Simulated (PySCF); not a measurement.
Excitations are Tamm–Dancoff values on a coarser integration grid. The basis has no diffuse functions, so Rydberg states are missing or too high.

Z-matrix (Å, degrees):
```
C
H 1 1.1028
H 1 1.1028 2 106.65
C 1 1.5272 2 109.56 3 -118.50
H 4 1.1035 1 110.42 2 -62.23
H 4 1.1035 5 107.59 1 120.57
C 1 1.5272 2 109.56 3 118.50
H 7 1.1035 1 110.42 2 62.23
H 7 1.1035 8 107.59 1 -120.57
S 7 1.8287 8 109.01 9 -118.07
C 10 1.8181 7 99.11 8 58.59
H 11 1.0992 10 107.11 7 -180.00
H 11 1.1014 12 108.73 10 -120.48
H 11 1.1014 12 108.73 13 -119.05
S 4 1.8287 5 109.01 6 118.07
C 15 1.8181 4 99.11 5 -58.59
H 16 1.0992 15 107.11 4 -180.00
H 16 1.1014 17 108.73 15 -120.48
H 16 1.1014 17 108.73 18 -119.05
```
Charge 0, multiplicity 1.

### Question
What HOMO–LUMO gap, S1–T1 gap (TDA) and T1 excitation (TDA) does ωB97X-D3(BJ)/def2-SVP // B3LYP-D3(BJ)/def2-SVP run with PySCF give?

### Answer

The HOMO–LUMO gap is 11.72 eV. The S1–T1 gap (TDA) comes out as 0.55 eV and the T1 excitation (TDA) comes out as 5.33 eV.
